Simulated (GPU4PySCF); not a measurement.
Computed IR spectrum (relative IR intensity) of a molecule C16H10. Geometry: ωB97X-D3(BJ)/def2-TZVP. One conformer was computed; it need not be the lowest. Computed with ωB97X-D3(BJ)/def2-TZVP (GPU4PySCF). Harmonic, unscaled wavenumbers; measured fundamentals usually lie a few per cent lower.

Lines under 2 % of the strongest are left out, and lines within 2 cm⁻¹ are merged.

ν (cm⁻¹): 215 (w), 506 (vw), 512 (vw), 556 (vw), 742 (m), 773 (m), 845 (w), 881 (vs), 1037 (vw), 1129 (w), 1215 (w), 1280 (vw), 1321 (w), 1483 (w), 1490 (w), 1514 (w), 1575 (vw), 1685 (w), 3199 (m), 3209 (s), 3217 (s) (against the strongest line: vs over 80 %, s over 45 %, m over 15 %, w over 4 %, vw less)

Task: Which molecule gave these data?
(A) C#Cc1ccc2cc3ccccc3cc2c1
(B) c1cc2ccc3cccc4ccc(c1)c2c34
(C) C#Cc1c2ccccc2cc2ccccc12
(D) C#Cc1cccc2cc3ccccc3cc12

Result: B, c1cc2ccc3cccc4ccc(c1)c2c34
